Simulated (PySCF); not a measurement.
## A small calculation by hand: oscillator strength and radiative lifetime

Al(H)(Me)(OH) (CH₅AlO), SMILES [CH3][AlH][OH].

Geometry optimised at PBE0-D3(BJ)/def2-TZVP. The values are those of a single conformer.

TDDFT-LC-ωPBE/def2-SVPD run with PySCF puts the first singlet state with f over 0.02 at 7.73 eV (vertical), with the transition dipole (-0.422, -0.147, 0.000) in atomic units.

Find the oscillator strength, the wavelength and the radiative lifetime that this transition would have in vacuum if emission retraced absorption.


|μ|² = 0.1997 au, so |μ| = 1.14 D. ΔE = 7.73/27.211 = 0.2841 hartree. f = (2/3) ΔE |μ|² = 0.038 (the program prints 0.038).
λ = 1239.84/7.73 = 160 nm; ν = 62347 cm⁻¹.
Einstein's coefficient A = 0.6670 ν² f s⁻¹ (ν in cm⁻¹) = 9.8e7 s⁻¹, so τ = 1/A = 10 ns. This state is S2; the lower singlet has f = 0.006. The figure is the radiative limit of this one transition; relaxation, internal conversion, crossing to triplets and a medium change what is measured.
